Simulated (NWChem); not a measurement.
System: diboron tetrachloride (B2Cl4); SMILES ClB(Cl)B(Cl)Cl

Output (shortened):

```
             Northwest Computational Chemistry Package (NWChem) 7.3.0
             --------------------------------------------------------

 D2  symmetry detected

                             Geometry "geometry" -> ""
                             -------------------------

 Output coordinates in angstroms (scale by  1.889725989 to convert to a.u.)

  No.       Tag          Charge          X              Y              Z
 ---- ---------------- ---------- -------------- -------------- --------------
    1 Cl                  17.0000    -1.09319900     1.73310500     1.03843500
    2 B                    5.0000     0.00000000     0.84836200     0.00000000
    3 Cl                  17.0000     1.09319900     1.73310500    -1.03843500
    4 B                    5.0000     0.00000000    -0.84836200     0.00000000
    5 Cl                  17.0000    -1.09319900    -1.73310500    -1.03843500
    6 Cl                  17.0000     1.09319900    -1.73310500     1.03843500

 Effective nuclear repulsion energy (a.u.)     422.6543325832

      Symmetry information
      --------------------

 Group name             D2
 Group number             11
 Group order               4
 No. of unique centers     2

                                 NWChem DFT Module
                                 -----------------

 Summary of "ao basis" -> "ao basis" (spherical)
 ------------------------------------------------------------------------------
       Tag                 Description            Shells   Functions and Types
 ---------------- ------------------------------  ------  ---------------------
 Cl                          6-31g*                  8       18   4s3p1d
 B                           6-31g*                  6       14   3s2p1d

      Symmetry analysis of basis
      --------------------------

        a1         26
        b1         24
        b2         26
        b3         24

            General Information
            -------------------
          SCF calculation type: DFT
          Wavefunction type:  closed shell.
          No. of atoms     :     6
          No. of electrons :    78
           Alpha electrons :    39
            Beta electrons :    39
          Charge           :     0
          Spin multiplicity:     1
          Use of symmetry is: on ; symmetry adaption is: on
          Maximum number of iterations: 150
          AO basis - number of functions:   100
                     number of shells:    44
          Convergence on energy requested:  1.00D-06
          Convergence on density requested:  1.00D-05
          Convergence on gradient requested:  5.00D-04

              XC Information
              --------------
                         B3LYP Method XC Potential
                     Hartree-Fock (Exact) Exchange  0.200
                        Slater Exchange Functional  0.800 local
                    Becke 1988 Exchange Functional  0.720 non-local
              Lee-Yang-Parr Correlation Functional  0.810
                  VWN I RPA Correlation Functional  0.190 local

             Grid Information
             ----------------
          Grid used for XC integration:  medium
          Radial quadrature: Mura-Knowles
          Angular quadrature: Lebedev.
          Tag              B.-S. Rad. Rad. Pts. Rad. Cut. Ang. Pts.
          ---              ---------- --------- --------- ---------
          Cl                  1.00       88          11.0       590
          B                   0.85       49           9.0       434
          Grid pruning is: on
          Number of quadrature shells:   137
          Spatial weights used:  Erf1

      Superposition of Atomic Density Guess
      -------------------------------------

 Sum of atomic energies:       -1886.85450786

      Non-variational initial energy
      ------------------------------

 Total energy =   -1888.630168
 1-e energy   =   -3448.622985
 2-e energy   =    1137.338484
 HOMO         =      -0.300876
 LUMO         =       0.015999

      Symmetry analysis of molecular orbitals - initial
      -------------------------------------------------

  Numbering of irreducible representations:

     1 a1          2 b1          3 b2          4 b3

  Orbital symmetries:

     1 b1          2 b3          3 a1          4 b2          5 a1
     6 b2          7 b3          8 b1          9 a1         10 b2
    11 b3         12 b1         13 a1         14 b2         15 b1
    16 b3         17 b1         18 b3         19 b2         20 a1
    21 a1         22 b2         23 a1         24 b2         25 b3
    26 b1         27 a1         28 b2         29 b3         30 a1
    31 b1         32 b1         33 b3         34 b2         35 a1
    36 b2         37 b3         38 b1         39 a1         40 b1
    41 b3         42 b2         43 a1         44 b3         45 b1
    46 b2         47 a1         48 b2         49 b3

     ---------------------------------------------
      Total Density - Mulliken Population Analysis
     ---------------------------------------------

    Atom       Charge   Shell Charges
 -----------   ------   -------------------------------------------------------
    1 Cl  17    17.26   2.00  2.00  5.98  1.38  3.69  0.54  1.66  0.01
    2 B    5     4.47   2.00  0.59  0.93  0.48  0.41  0.06
    3 Cl  17    17.26   2.00  2.00  5.98  1.38  3.69  0.54  1.66  0.01
    4 B    5     4.47   2.00  0.59  0.93  0.48  0.41  0.06
    5 Cl  17    17.26   2.00  2.00  5.98  1.38  3.69  0.54  1.66  0.01
    6 Cl  17    17.26   2.00  2.00  5.98  1.38  3.69  0.54  1.66  0.01

   convergence    iter        energy       DeltaE   RMS-Dens  Diis-err
 ---------------- ----- ----------------- --------- --------- ---------
 d= 0,ls=0.0,diis     1  -1890.5009371552 -2.31D+03  1.98D-02  9.18D-01
 d= 0,ls=0.0,diis     2  -1890.3201221622  1.81D-01  1.42D-02  2.19D+00
 d= 0,ls=0.0,diis     3  -1890.6283524841 -3.08D-01  1.70D-03  2.08D-02
 d= 0,ls=0.0,diis     4  -1890.6313337581 -2.98D-03  4.88D-04  1.61D-03
 d= 0,ls=0.0,diis     5  -1890.6315669739 -2.33D-04  7.27D-05  2.77D-05
  Resetting Diis
 d= 0,ls=0.0,diis     6  -1890.6315708537 -3.88D-06  1.09D-05  8.47D-07
 d= 0,ls=0.0,diis     7  -1890.6315709857 -1.32D-07  2.15D-06  8.55D-09

         Total DFT energy =    -1890.631570985738
      One electron energy =    -3450.230732717954
           Coulomb energy =     1258.248196137073
    Exchange-Corr. energy =     -121.303366988047
 Nuclear repulsion energy =      422.654332583189

 Numeric. integr. density =       78.000000800038

                  Occupations of the irreducible representations
                  ----------------------------------------------

                     irrep           alpha         beta
                     --------     --------     --------
                     a1               11.0         11.0
                     b1                9.0          9.0
                     b2               10.0         10.0
                     b3                9.0          9.0

                       DFT Final Molecular Orbital Analysis
                       ------------------------------------

 Vector   37  Occ=2.000000D+00  E=-3.343646D-01  Symmetry=b3
              MO Center= -4.1D-15, -7.2D-13, -7.4D-15, r^2= 6.3D+00
   Bfn.  Coefficient  Atom+Function         Bfn.  Coefficient  Atom+Function
  ----- ------------  ---------------      ----- ------------  ---------------
     8      0.266266  1 Cl py                40     -0.266266  3 Cl py
    72     -0.266266  5 Cl py                90      0.266266  6 Cl py
     9     -0.226308  1 Cl pz                41     -0.226308  3 Cl pz
    73      0.226308  5 Cl pz                91      0.226308  6 Cl pz
     7      0.157628  1 Cl px                39      0.157628  3 Cl px

 Vector   38  Occ=2.000000D+00  E=-3.337326D-01  Symmetry=b1
              MO Center= -4.0D-15,  7.2D-13, -1.0D-15, r^2= 6.3D+00
   Bfn.  Coefficient  Atom+Function         Bfn.  Coefficient  Atom+Function
  ----- ------------  ---------------      ----- ------------  ---------------
     8      0.268983  1 Cl py                40     -0.268983  3 Cl py
    72      0.268983  5 Cl py                90     -0.268983  6 Cl py
     7      0.233019  1 Cl px                39      0.233019  3 Cl px
    71     -0.233019  5 Cl px                89     -0.233019  6 Cl px
     9     -0.143933  1 Cl pz                41     -0.143933  3 Cl pz

 Vector   39  Occ=2.000000D+00  E=-3.039424D-01  Symmetry=a1
              MO Center= -9.0D-15, -1.7D-14, -1.2D-16, r^2= 5.0D+00
   Bfn.  Coefficient  Atom+Function         Bfn.  Coefficient  Atom+Function
  ----- ------------  ---------------      ----- ------------  ---------------
     8      0.327854  1 Cl py                40      0.327854  3 Cl py
    72     -0.327854  5 Cl py                90     -0.327854  6 Cl py
    22     -0.256980  2 B  py                54      0.256980  4 B  py
    12      0.186366  1 Cl py                44      0.186366  3 Cl py
    76     -0.186366  5 Cl py                94     -0.186366  6 Cl py

 Vector   40  Occ=0.000000D+00  E=-8.019541D-02  Symmetry=b1
              MO Center=  6.9D-16, -7.8D-16,  4.1D-16, r^2= 3.6D+00
   Bfn.  Coefficient  Atom+Function         Bfn.  Coefficient  Atom+Function
  ----- ------------  ---------------      ----- ------------  ---------------
    27      0.365234  2 B  pz                59      0.365234  4 B  pz
    23      0.312150  2 B  pz                55      0.312150  4 B  pz
    21      0.213136  2 B  px                53     -0.213136  4 B  px
    25      0.194999  2 B  px                57     -0.194999  4 B  px
    11     -0.167553  1 Cl px                43     -0.167553  3 Cl px

[...]
```

Level: B3LYP/6-31G* (spherical d). The geometry was optimised at PBE0/def2-SVP. B3LYP is NWChem's, with the RPA form of VWN correlation.

### Question
Reconstruct the input file.

### Answer
This is not unique; one that fits is the input that was run:
```
start job
memory heap 200 mb stack 900 mb global 1100 mb
geometry units angstroms noautoz
  Cl    -1.093199     1.733105     1.038435
  B      0.000000     0.848362     0.000000
  Cl     1.093199     1.733105    -1.038435
  B      0.000000    -0.848362     0.000000
  Cl    -1.093199    -1.733105    -1.038435
  Cl     1.093199    -1.733105     1.038435
end
basis spherical
  * library 6-31g*
end
dft
  xc b3lyp
  iterations 150
  mulliken
end
task dft energy
```
